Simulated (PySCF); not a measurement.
Harmonic spectrum computed at PBE0 in the def2-TZVP basis family (core potentials from Rb on, PySCF, no spin–orbit coupling):

| ω (cm⁻¹) | IR (km/mol, summed over degenerate members) | degeneracy |
| --- | --- | --- |
| 82 | 16.5 | 2 |
| 257 | 12.8 | 1 |
| 492 | 39.0 | 1 |

Problem. Which molecule gave it? In each, all ligands are bound to the one heavy central atom.
A. InSBr (singlet)
B. BiSBr (singlet)
C. AlSBr (singlet)
D. TlSBr (singlet)

Solution. A. It has C∞v symmetry with In–Br 2.412 Å, In–S 2.186 Å.
